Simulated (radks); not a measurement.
Excited configurations of neutral gold: one electron is placed in a higher orbital outside [Xe] 4f14 5d10. The ground configuration is [Xe] 4f14 5d10 6s1. Calculated with a radial shooting solver on a logarithmic mesh with Libxc functionals: Dirac Kohn-Sham, BLYP, spin-unpolarised, spherical densities, finite nucleus; open shells fill j = l - 1/2 first; Fermi nuclear charge, rms radius 5.4371 fm. Excitation = E - E(ground); binding = E(ion) - E, where the ion is the core of charge +1; n* = 1/sqrt(2 binding) in atomic units, and the quantum defect is n - n*.

| outer orbital | excitation (eV) | binding (eV) | n* | <r> (bohr) |
|---|---|---|---|---|
| 6p1/2 | 4.759 | 4.718 | 1.698 | 4.100 |
| 6d3/2 | 7.993 | 1.484 | 3.028 | 10.46 |
| 7s1/2 | 6.953 | 2.524 | 2.322 | 8.237 |
| 7p1/2 | 7.644 | 1.833 | 2.724 | 10.53 |

The Delta-SCF ionisation energy is 9.477 eV (NIST Atomic Spectra Database: 9.226 eV, measured). Self-interaction in the functional shifts the binding energies and quantum defects, so they are the method's values and not measured ones. Spin polarisation and multiplet splitting are left out, so open shells lie too high by an amount that depends on their filling.

Beside tabulated values, note that spin-unpolarised runs miss the spin-polarisation part of the exchange energy of open shells.
